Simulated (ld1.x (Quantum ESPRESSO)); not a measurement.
# Zr, ultrasoft: configuration errors across variants

Zr (Z = 40), ultrasoft, made with ld1.x (Quantum ESPRESSO) 7.5 (PBE, scalar-relativistic). Core [Ar] 3d10, reference 4s2 4p6 4d2 5s1.75 5p0.25. Waves: 4s (bound): rcut 1.55, rcutus 1.80 bohr; 5s (bound): rcut 1.55, rcutus 1.80 bohr; 4p (bound): rcut 2.30, rcutus 2.60 bohr; 5p (bound): rcut 2.30, rcutus 2.60 bohr; 4d (bound): rcut 1.95, rcutus 2.45 bohr; 4d channel at 3.65 Ry: rcut 1.95, rcutus 2.45 bohr; 4f channel at -0.05 Ry: rcut 2.35, rcutus 2.60 bohr. Local part: all-electron potential smoothed inside 2.40 bohr (lloc = -1). Core correction: Bessel-smoothed model core inside 1.75 bohr. Augmentation charge: PSQ, inside the norm-conserving radii.

All-electron excitation energies from the reference (eV): (1) 4s2 4p6 4d2 5s2 5p0 -0.747; (2) 4s2 4p6 4d2 5s1 5p0 6.390; (3) 4s2 4p6 4d2 5s0 5p0 19.331; (4) 4s2 4p6 4d3 5s1 5p0 0.448; (5) 4s2 4p6 4d2 5s0 5p1 10.106; (6) 4s2 4p6 4d2 5s0 5p2 5.467; (7) 4s2 4p6 4d2.5 5s1.5 5p0 -0.233.

The overlap operator is not positive definite (basis up to 400 Ry) in “base”, “local potential all-electron potential smoothed inside 1.52 bohr (lloc = -1)”, “local potential all-electron potential smoothed inside 1.78 bohr (lloc = -1)”, “local potential all-electron potential smoothed inside 2.30 bohr (lloc = -1)”. Such files are unfit for use, however small their errors in these radial tests.

2 further variants failed, have other tests or too few solved ones, and are left out.

Errors AE − PS in meV (a dash: test not solved or not reliable):

```csv
change,(1),(2),(3),(4),(5),(6),(7),bound ghosts
base,-1.1,-1.2,+81,+25,+45,-8.4,+4.5,not determined (overlap not positive)
local potential all-electron potential smoothed inside 1.52 bohr (lloc = -1),–,–,–,–,–,–,–,not determined (overlap not positive)
local potential all-electron potential smoothed inside 1.78 bohr (lloc = -1),-7.8,-24,+14,-186,+71,–,–,not determined (overlap not positive)
local potential all-electron potential smoothed inside 2.30 bohr (lloc = -1),-0.9,+1.6,+82,+30,+75,–,–,not determined (overlap not positive)
```

Task: Give the same row for: local potential all-electron potential smoothed inside 2.94 bohr (lloc = -1).

Result: +0.6, +16, +88, +43, +56, –, –; bound ghosts: none.
